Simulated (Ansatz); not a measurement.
System: GaF$_{3}$, charge 0, singlet. GaF3 (SMILES [F][Ga]([F])[F]).
B3LYP-D3(BJ)/def2-TZVP minimum from Ansatz (a quantum-chemistry and plane-wave program):
```xyz
4

Ga     0.0000     0.0000     0.0000
F     -1.4753    -0.9106     0.0081
F      0.0167     1.6178    -0.6231
F      1.4586    -0.7072     0.6150
```
Charge 0, spin multiplicity 1.

Hartree-Fock and MP2 correlation energies in hartree (Ansatz). Radicals and triplets start from unrestricted determinants; spin-orbit coupling is neglected. Correlated methods leave the cores frozen (noble-gas shells, and filled d and f shells in the p block). No relativity.

| basis | X | E(HF) | E(corr, MP2) |
|---|---|---|---|
| cc-pVTZ | 3 | -2221.84532 | -0.84182 |
| cc-pVQZ | 4 | -2221.87939 | -0.91886 |
| cc-pV5Z | 5 | -2221.88637 | withheld |

### Question
Fit E(corr) = E∞ + A/X³ to X = 3 and 4, predict X = 5, and compare with the run.

### Answer
A = (-0.84182 - (-0.91886))/(1/27 - 1/64) = 3.5980; E∞ = -0.91886 - A/64 = -0.97508; at X = 5, E∞ + A/125 = -0.94629. The run gave -0.95175, 5.46 mEh below the prediction. The same form on X = 4 and 5 gives E∞ = -0.98626, 11.18 mEh below the first estimate.
